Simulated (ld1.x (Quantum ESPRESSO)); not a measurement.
# Cutoff test, chromium (Cr), TM

ld1.x (Quantum ESPRESSO) 7.5 input, shortened:

```
&input
   title='Cr', zed=24., rel=1, dft='PW91', iswitch=3,
   config='[Ar] 3d5 4s0.5 4p0 4f-2'
 /
 &inputp
   pseudotype=2, tm=.true., lloc=0,
   nlcc=.false.
 /
4
3P  2  1   6.00   0.00  1.00  1.00  0.0
3D  3  2   5.00   0.00  1.60  1.60  0.0
4F  4  3  -2.00   0.30  1.45  1.45  0.0
3S  1  0   2.00   0.00  1.25  1.25  0.0
 &test
   configts(1)='3s2 3p6 3d5 4s0.5 4p0'
 /
```

Occupied shells without a wave of their own: 4s. They enter only through the test configuration that unscreens the potential.

The pseudo-atom Hamiltonian at the reference potential is diagonalised in spherical Bessel functions j_l(qr) that vanish at 20 bohr, with q² up to the cutoff. All-electron valence levels (Ry): 3p -3.5861, 4p -0.2499, 3d -0.4607, 3s -5.6798, 4s -0.5071.

Question: How do the lowest levels (Ry) of each channel move with the cutoff, and are there ghosts?

Answer:

```tsv
cutoff (Ry)	p #1	p #2	d #1	f #1	f #2	s #1	s #2	s #3	Σ f·Δε (mRy)
8	-1.7714	-0.1692	-0.0654	0.0353	0.1357	-5.3278	-0.4727	-0.0905	13596.9
15	-2.8460	-0.2144	-0.0729	0.0353	0.1357	-5.5329	-0.5184	-0.1005	6678.7
30	-3.5067	-0.2464	-0.1170	0.0353	0.1357	-5.5942	-0.5231	-0.1015	2369.0
45	-3.5765	-0.2519	-0.2809	0.0353	0.1357	-5.6650	-0.5272	-0.1023	987.2
70	-3.5792	-0.2521	-0.4495	0.0353	0.1357	-5.6741	-0.5288	-0.1026	108.9
100	-3.5851	-0.2525	-0.4605	0.0353	0.1357	-5.6785	-0.5289	-0.1026	9.8
160	-3.5860	-0.2526	-0.4606	0.0353	0.1357	-5.6797	-0.5290	-0.1027	1.5
230	-3.5861	-0.2527	-0.4607	0.0353	0.1357	-5.6798	-0.5291	-0.1027	0.1
400	-3.5862	-0.2527	-0.4607	0.0353	0.1357	-5.6798	-0.5291	-0.1027	0.0
```

Result: no extra level below or beside the all-electron valence levels (p, d, f, s tested); 10 mRy is reached at 100 Ry and 1 mRy at 180 Ry.

The potential misses its own reference levels by up to 0.3 eV.
